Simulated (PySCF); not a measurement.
# Ti(18+) (titanium, charge +18): UHF calculation

Configuration: [He] 2s2, closed-shell 1S. All numbers are calculated (PySCF 2.14, the non-relativistic Hamiltonian (point nucleus), in an even-tempered Gaussian basis (17 s from 3.8 bohr⁻², ratio 2.2; 8 p from 6 bohr⁻², ratio 2.4; 6 d from 18 bohr⁻², ratio 2.4; 5 f from 27 bohr⁻², ratio 2.4; 4 g from 40 bohr⁻², ratio 2.4)).

```json
{"Total energy": "-571.249503 hartree", "One-electron energy": "-604.1806 hartree", "Hartree (Coulomb) energy": "50.3603 hartree", "Exchange energy": "-17.4291 hartree", "Kinetic energy": "571.25037 hartree", "⟨S²⟩": "0.0000", "⟨L²⟩": "0.000", "Sum of ⟨r⟩": "0.7253 bohr", "Sum of ⟨r²⟩": "0.2136 bohr²", "Density at the nucleus (Gaussians lack the cusp)": "7180 bohr⁻³"}
```

```
shell  electrons  mean orbital energy (hartree)  rms radius, mean of both spins (bohr)
   1s          2                     -220.25371                                 0.0803
   2s          2                      -48.90547                                  0.317
```
